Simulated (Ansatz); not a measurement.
A run for Ansatz (a program for electronic structure): R-wB97M-V/def2-TZVPPD on CH6ClN (a complex), monomers drawn apart or pushed together. Files ending in .json are basis or fitting sets from the Basis Set Exchange.

Ansatz 0.2 input:
```yaml
crystal:
  periodic: [false, false, false]
  atoms:
    - {symbol: Cl, position_ang: [0.97051337, 1.14427676, 0.16513436]}
    - {symbol: H, position_ang: [0.76777779, 0.40121633, 1.31594875]}
    - {symbol: C, position_ang: [-1.29515153, -0.29590092, 4.21805416]}
    - {symbol: N, position_ang: [-0.03520782, -0.85874961, 3.71397185]}
    - {symbol: H, position_ang: [-2.06311801, -0.41807731, 3.45552335]}
    - {symbol: H, position_ang: [-1.16006262, 0.77200956, 4.38378560]}
    - {symbol: H, position_ang: [-1.63836284, -0.75958848, 5.14645006]}
    - {symbol: H, position_ang: [-0.12056730, -1.84912861, 3.51528685]}
    - {symbol: H, position_ang: [0.72033806, -0.74070027, 4.37942707]}
basis:
  gaussian:
    orbitals: def2-TZVPPD.json
hamiltonian:
  xc: {name: wB97M-V}
scf: {lower_state_search: off}
```

It printed:

```
WARN ansatz: RAYON_NUM_THREADS=1 ignored (pool sized by the plan → 1); use --threads N
Functional definition: wB97M-V
these checks for a lower state are left out or cut short: stability, starts, cluster_reference, orbital_swaps, neighbouring_geometries, increment
integrals: 0.16 GiB planned
1034 factors; their error is unknown
integrals: 0.19 GiB planned
298 factors; integrals over basis functions are off by at most 3.6e-5 eV
mean field: 1.37 GiB planned
mean field evaluation 1: about -15142.7799 eV, gradient 4.4e1 eV
mean field evaluation 2: about -15143.6979 eV, gradient 4.0e1 eV
mean field evaluation 4: about -15146.7969 eV, gradient 1.4e0 eV
mean field evaluation 8: about -15146.8126 eV, gradient 5.0e-1 eV
mean field evaluation 16: about -15146.8128 eV, gradient 4.9e-5 eV
mean field -15146.81283755 eV, -556.6351049013 hartree, gradient 3.7e-6 eV, S^2 0.000000; 0 other end points of the search recorded, 0 dependent functions left out
reference -15146.81291280 eV, -556.6351076669 hartree; 18, 18 occupied and 209, 209 virtual orbitals, 1034 factors
Total energy: -15146.81291280 eV, -556.6351076669 hartree
Checks for a lower state left out: stability, starts, cluster_reference, orbital_swaps, neighbouring_geometries, increment
```

The run converged.

Cost: roughly 11 core-seconds.
